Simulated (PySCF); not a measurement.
# Calculated NMR parameters of O=C1C=C(C(F)(F)F)C1

| Quantity | Value |
| --- | --- |
| Formula | C5H3F3O |
| SMILES | O=C1C=C(C(F)(F)F)C1 |
| Degrees of unsaturation | 3 |
| Carbon signals | 5 |
| Proton signals | 2 |

Structure with atom numbers: `[O:1]=[C:2]1[CH:3]=[C:4]([C:5]([F:6])([F:7])[F:8])[CH2:9]1`. Each H is labelled by its parent atom.

PySCF calculation with shieldings: GIAO PBE0/pcSseg-1 and GFN2-xTB geometry; one conformer, no solvent, non-relativistic, rapidly exchanging positions averaged.

Referencing at the same level of theory: 1H (σ = 31.72 ppm) and 13C (σ = 186.93 ppm) against TMS; CFCl3 for 19F (σ = 170.95 ppm); H2O for 17O (σ = 336.08 ppm).

```tsv
carbon	δC, type	δH (multiplicity)	HMBC from (2–3 bonds)	span of the C tensor (ppm)
C2	186.0, C	–	H(C3), H(C9)	190
C3	149.9, CH	6.51 (m)	H(C9)	177
C4	169.2, C	–	H(C3), H(C9)	261
C5	130.8, C	–	H(C3), H(C9)	20
C9	51.7, CH2	3.52 (s)	H(C3)	53
```

Other nuclei:
```
   atoms  nucleus              environment  δ (ppm)  σ (ppm)
F6/F7/F8      19F  fluorine of a CF3 group    -82.6    253.6
      O1      17O            ketone oxygen    627.8   -291.7
```

Carbon types of the structure: 3 × C, 1 × CH, 1 × CH2, which accounts for all hydrogens. δC 186.0: ketone carbonyl carbon; the double bond to the heteroatom, with no lone-pair donor beside it, deshields it most. δC 169.2: β carbon of a C=C–C=O unit; conjugation with the carbonyl draws π density from the β position. δC 149.9: α carbon of a C=C–C=O unit; an sp2 carbon of a C=C bond. δC 130.8: CF3 carbon; 3 electronegative neighbours deshield it. δC 51.7: sp3 CH2 α to a carbonyl; α to the electron-withdrawing carbonyl group.

Splittings by 19F in the carbon and heteronuclear signals aren't shown, as no couplings were computed. Shifts are as computed. Against solution values, carbons near 30 ppm lie about +3 ppm off and those near 130 ppm about +5 ppm. Of 1211 compounds with measured shifts, 218 miss one by over three times the rms of a fit or turn the order of signals round; such compounds aren't used in these exercises. Unscaled 19F shifts against computed CFCl3 carry errors that often reach 10 to 50 ppm. Unscaled 17O shifts of doubly bonded oxygen tend to come out too high, by tens of ppm or more. Experimental scales use liquid or dissolved standards, which lie at an offset from isolated H2O (liquid H2O: subtract about 36 ppm). No couplings were computed; multiplicities are counted from neighbouring protons, with m where these are inequivalent, close in shift, in a saturated or five-membered ring or joined by F or P, and br s for small geminal =CH2 splittings.
